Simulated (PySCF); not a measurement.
# Lu(III) with different ligands

Computed with PySCF 2.14.0, PBE0, def2-SVP on the ligands, density fitting, scalar-relativistic core potentials, no spin-orbit coupling, vacuum. The metal has lcecp-1-SVP with ECP60. Each complex is relaxed within the symmetry of a template of the same shape. Distances are means of the shortest metal–ligand contacts, charges and spins Mulliken's. lcecp potentials hold a fixed number of 4f electrons in the core, out of states, spins and gaps.

```csv
complex,point group,M–first ligand (Å),charge on M (e),dipole (D),"strongest infrared band, degenerate modes summed (cm⁻¹)",unstable modes (below −25 cm⁻¹)
LuSF,Cs,2.293,0.76,7.74,599,0
LuO(OH),Cs,1.814,0.76,6.26,505,0
LuOCl,Cs,1.794,0.77,7.37,860,0
```

Problem. A further member has point group Cs, M–first ligand (Å) 1.806, charge on M (e) 0.87, dipole (D) 7.61, strongest infrared band, degenerate modes summed (cm⁻¹) 842, unstable modes (below −25 cm⁻¹) 0. Which complex is it?

Solution. LuOF. This is one of several that fit.

One start shape was tried for each, so a minimum needn't be the lowest isomer.
